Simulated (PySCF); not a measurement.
One of the candidates below gave these computed data.

All candidates are C6H10O2S.

* XPS: S2p3/2 173.3, C1s 291.2 (×4), C1s 291.3 (×2), O1s 537.3 (×2), S1s 2481.9 eV [ΔSCF SCAN, pcX-2 on the ionised atom, pcseg-1 elsewhere, spin-free X2C, 2p3/2 from a spin–orbit splitting computed afterwards within the 2p shell]
* 13C NMR: chemical shifts (computed TMS as zero) by class: 56.4 (2 C), 28.4 (4 C) ppm [GIAO KT3/pcSseg-1]
* Polarisability: 87.9 au [CAM-B3LYP/def2-SVPD]
* UV, first state: lowest singlet excitation: 7.08 eV (175 nm, f = 0.028) [TDDFT CAM-B3LYP/def2-SVPD]
* Valence photoelectron: vertical ionisation energy: 9.81 eV [ΔSCF CAM-B3LYP/def2-SVPD]
* Rotational structure: rotational constants A, B, C: 2.125, 1.708, 1.396 GHz [PBE0-D3(BJ)/def2-SVP]

Gas-phase values; electronic properties from PySCF, density fitting. Levels stand in brackets. Geometry: PBE0-D3(BJ)/def2-SVP; no solvent, vibrations or thermal averaging. Each NMR value is the plain mean over a class of atoms that symmetry, rotation or inversion makes alike.

**Question.** Which candidate is it?
A. `CC[C@@H]1CC=CS1(=O)=O`
B. `O=S1(=O)[C@H]2CC[C@@H]1CC2`
C. `C=CCS(=O)(=O)CC=C`

**Answer.** B. It is `O=S1(=O)[C@H]2CC[C@@H]1CC2`. Numbering: `[O:1]=[S:2]1(=[O:3])[C@H:4]2[CH2:5][CH2:6][C@@H:7]1[CH2:8][CH2:9]2`. 6 carbons fall into 2 classes; from least to most shielded: ring sp3 carbon bound to sulfur [C4/C7] (56.4 ppm, 2 C), ring CH2 carbon [C5/C6/C8/C9] (28.4 ppm, 4 C). The core levels belong to: S2p3/2 173.3 eV, sulfonyl sulfur [S2]; C1s 291.2 eV, ring CH2 carbon [C5/C6/C8/C9]; C1s 291.3 eV, sp3 carbon bound to sulfur [C4/C7]; O1s 537.3 eV, sulfonyl oxygen [O1/O3]; S1s 2481.9 eV, sulfonyl sulfur [S2]. The first electron is taken from the HOMO, whose largest Löwdin shares are 0.21 on each of 2 atoms of one kind (sulfonyl oxygen) and 0.14 on each of 2 atoms of one kind (sp3 carbon bound to sulfur). The optimised geometry has point group C2v and is an asymmetric top.

The others, at the same levels:
- `C=CCS(=O)(=O)CC=C` fails: its computed core binding energies are S2p3/2 173.4, C1s 290.6 (×2), C1s 291.2 (×2), C1s 291.6 (×2), O1s 537.3 (×2), S1s 2482.2 eV, rotational constant A is 2.243 GHz (against 2.125 GHz) and smallest rotational constant is 0.788 GHz (against 1.396 GHz).
- `CC[C@@H]1CC=CS1(=O)=O` fails: its computed core binding energies are S2p3/2 173.4, C1s 290.7, C1s 291.0, C1s 291.1, C1s 291.3, C1s 291.4, C1s 291.6, O1s 537.2, O1s 537.2, S1s 2482.2 eV, rotational constant A is 2.014 GHz (against 2.125 GHz) and smallest rotational constant is 1.047 GHz (against 1.396 GHz).

Each candidate is one conformer, not necessarily the lowest. Dipoles, sizes and rotational constants follow the conformer. The torsions of the flexible species, by atom-mapped SMILES:
- `[CH2:1]=[CH:2][CH2:3][S:4](=[O:5])(=[O:6])[CH2:7][CH:8]=[CH2:9]`: C1–C2–C3–S4 -120°, C2–C3–S4–O5 -176°, C3–S4–C7–C8 -169°, S4–C7–C8–C9 -111°

The conformers of `O=S1(=O)[C@H]2CC[C@@H]1CC2` and `CC[C@@H]1CC=CS1(=O)=O` aren't listed.
